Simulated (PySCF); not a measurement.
Complexes of fluorosilane

Gas-phase complexes of fluorosilane, each in one structure from a short search with a few starts, optimised by PBE0-D3(BJ)/def2-SVPD or PBE0-D3(BJ)/def2-TZVPD; other ways of binding may lie lower. Energies in kcal/mol, wB97M-D3(BJ)/def2-TZVPD, counterpoise-corrected (PySCF): interaction is complex less parts frozen as they stand in it, binding adds what it costs to deform them. Contacts are written partner···fluorosilane; electrostatic, Pauli and orbital are terms of the uncorrected same energy, whose rest is dispersion or correlation.

2 other partners are left out, for which the search missed the form known or expected to bind best.

Frequency runs check only 1 of the 7 structures; these show no clear imaginary mode.

(1) Order these partners of fluorosilane by binding energy, strongest first: chloride, water, hydrogen cyanide, acetonitrile, ammonia, fluoride, formaldehyde.

Answers

(1) fluoride (-54.8), chloride (-20.2), ammonia (-7.1), formaldehyde (-4.7), water (-4.2), acetonitrile (-3.6), hydrogen cyanide (-3.0).
```
         partner  contact  distance (Å)  binding  interaction  electrostatic  Pauli  orbital
        fluoride   F···Si          1.74    -54.8        -80.5         -147.5  167.8   -100.4
        chloride  Cl···Si          2.46    -20.2        -33.2          -60.1   73.1    -45.0
         ammonia   N···Si          2.40     -7.1        -10.4          -32.2   40.6    -17.2
    formaldehyde   O···Si          2.64     -4.7         -5.2          -10.9   12.5     -5.4
           water   O···Si          2.71     -4.2         -4.6           -9.8   10.4     -4.2
    acetonitrile   N···Si          3.31     -3.6         -4.0           -4.9    3.9     -1.5
hydrogen cyanide    H···F          2.10     -3.0         -3.1           -3.8    2.4     -1.2
```
